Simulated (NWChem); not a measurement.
## Lowest excitation of tin monoxide (OSn)

```xyz
2

Sn     0.0000     0.0000     0.2536
O      0.0000     0.0000    -1.5848
```
Charge 0, spin multiplicity 1.

All runs are NWChem calculations. All single points use one geometry, from PBE0/def2-SVP with def2 effective core potentials on Sn, a minimum by its harmonic frequencies.

Basis set: def2-SVPD.

```tsv
method	lowest vertical singlet excitation energy (eV)	relative cost	difference from EOM-CCSD
TD-PBE	3.65	1	-0.07
TD-B3LYP	3.56	under 3	-0.16
TD-CAM-B3LYP	3.66	under 3	-0.06
CIS	4.11	under 3	+0.39
EOM-CCSD	3.72	8	0.00
```

The values span 0.55 eV, from TD-B3LYP (lowest) to CIS (highest). The cost column gives rough processor time relative to TD-PBE; each entry includes its own SCF.

Effective core potentials replace the inner electrons of Sn; spin-orbit coupling is left out. The correlated methods keep 5 core orbitals frozen. B3LYP has NWChem's definition, with VWN1-RPA local correlation. GW and range-separated runs recompute their integrals, the others keep them in memory, which bears on the times. Coupled-cluster values serve here as a point of comparison, not as the truth.
